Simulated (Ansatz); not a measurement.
Calculated with Ansatz (gas phase, PBE0-D4/def2-TZVP geometries, no zero-point term in ΔE). CCSD(T)/CBS is the MP2 limit (def2-TZVPP, def2-QZVPP) plus CCSD(T) − MP2 in def2-TZVPP, frozen cores. This one scheme is used for every species. DFT in def2-TZVPP. B3LYP here is the variant with VWN-RPA as its local correlation; programs differ in this. For Zn outer-core shells are correlated without core-valence functions, which leaves a few kJ/mol of doubt a bond. Scalar relativity is left out up to krypton. One conformer a species, not always the lowest.

Consider the redistribution: `[F][AlH][SH]` + `C[N](C)[ZnH]` → `C[N](C)[AlH][SH]` + `[F][ZnH]`.

| level | ΔE (kcal/mol) |
| --- | --- |
| LDA (SPW92) | 5.2 |
| revPBE | 5.0 |
| B3LYP | 5.2 |
| r2SCAN0 | 4.8 |
| HF/def2-SVP | 4.0 |
| MP2/def2-SVP | 5.4 |
| CCSD/def2-SVP | 4.5 |
| MP2/CBS(def2) | 5.4 |

Task: What does CCSD(T)/CBS give? (Best estimate.)

Result: The calculation gave: +4.4 kcal/mol. The listed levels differ from it by 0.8, 0.6, 0.8, 0.4, -0.4, 1.0, 0.1, 1.0 kcal/mol.

Largest T1 diagnostic among the species: 0.018.

Leaving LDA and LC-ωPBE aside and taking each functional with its dispersion term where it has one, the values, not all of them listed here, spread over 1.5 kcal/mol, from B97M-V to B2PLYP. In def2-TZVPP, CCSD(T) changes the Hartree–Fock value by +1.4 kcal/mol (the triples alone add +0.1 kcal/mol) and MP2 by +2.5 kcal/mol.
